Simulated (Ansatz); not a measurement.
## How methods differ on BCl2F (dichlorofluoroborane)

BCl2F has 4 atoms, charge 0, and is taken as a singlet. SMILES: `FB(Cl)Cl`. Geometry: relaxed at PBE0-D4/def2-TZVP.

```xyz
4

F     0.1144   -1.1653   -0.7812
B     0.0079   -0.0806   -0.0540
Cl   -1.5495    0.3738    0.5714
Cl    1.4273    0.8721    0.2638
```

Quantity: the energy change with the F1–B2 bond stretched from 1.310 to 3.276 Å, in eV. The values are calculated.

```
                        level                    kind  program  value (eV)  less FCI/STO-3G  CPU time (all runs)
       HF/STO-3G (restricted)            Hartree–Fock   Ansatz       12.71            +6.34               0.45 s
    SVWN5/STO-3G (restricted)                     LDA   Ansatz        9.98            +3.61                2.7 s
     BLYP/STO-3G (restricted)                     GGA   Ansatz        9.03            +2.66                3.9 s
      PBE/STO-3G (restricted)                     GGA   Ansatz        9.25            +2.88                3.9 s
CAM-B3LYP/STO-3G (restricted)  range-separated hybrid   Ansatz       10.76            +4.39                4.1 s
   B2PLYP/STO-3G (restricted)           double hybrid   Ansatz        8.60            +2.23                5.7 s
      MP2/STO-3G (restricted)     perturbation theory   Ansatz        7.46            +1.09                1.1 s
     CCSD/STO-3G (restricted)   coupled cluster or CI   Ansatz        6.46            +0.09               0.87 s
                   FCI/STO-3G      exact in the basis   Ansatz        6.37             0.00                 49 s
```

FCI/STO-3G is exact within its basis and frozen core, so for wave-function methods in that basis the difference is their error; functionals converge differently with the basis, so for them it is only a difference. A spin-restricted reference rises too steeply as a bond breaks; here HF/STO-3G, SVWN5/STO-3G, BLYP/STO-3G, PBE/STO-3G, CAM-B3LYP/STO-3G, B2PLYP/STO-3G, MP2/STO-3G lie well above the multireference or unrestricted value. The first shape isn't each level's own minimum. The values span 6.37 to 12.71 eV. All rows use very small basis sets, so none should be taken for the real molecule's value. In so small a basis fixed costs decide the times, and correlated methods can beat functionals. Times are those of the runs behind each value, whatever else they computed, on shared processors of several kinds: orders of magnitude only.
